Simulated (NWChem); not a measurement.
Species: BHIF; SMILES B(I)F

```xyz
4

B     -0.5834    -1.4561     0.0000
F      0.3229    -2.3998     0.0000
H     -1.7544    -1.7328     0.0000
I      0.0333     0.5776     0.0000
```
Atoms are numbered in this order, from 1.

All runs: NWChem. Structure relaxed at the PBE0/def2-SVP level. def2 effective core potentials on I; no spin-orbit coupling. Ions are spin-unrestricted doublets at the neutral geometry; other ion states weren't tried.

For level B3LYP/def2-TZVP:

| Item | Value |
|---|---|
| −ε(HOMO) (eV) | 7.65 |

Q: Estimate the same quantities for level PBE/def2-TZVP.

A: 
* **−ε(HOMO) (eV)**: 6.76
